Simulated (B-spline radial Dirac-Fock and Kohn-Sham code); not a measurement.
## Relativistic shifts of the levels of Ta³⁹⁺

System: tantalum as Ta³⁹⁺ in the configuration [Ar] 3d10 4s2 4p4.

Both columns are ΔSCF binding energies of the configuration average from a radial atomic solver: non-relativistic Hartree-Fock with a point nucleus, and Dirac-Fock with a finite nucleus and the Coulomb interaction alone, averaged over the two j levels with weights 2j+1.

```
shell  Hartree-Fock (eV)  Dirac-Fock (eV)  shift (eV)  shift (%)
   1s            64213.1          69554.4    +5341.28      +8.32
   2s            12104.1          13526.1    +1422.02     +11.75
   3s             4079.2           4445.4     +366.21      +8.98
   3d             3500.0           3490.4       -9.61      -0.27
   4s             1926.5           2049.5     +123.01      +6.39
   4p             1836.5           1887.2      +50.70      +2.76
```

Relativity binds 1s, 2s, 3s, 4s, 4p more strongly, among those listed most of all 2s in relative terms, and 3d more weakly, because the contracted s and p shells screen the nucleus better.

Values without a named source are computed, but for edge energies of neutral atoms, which are taken from tables.
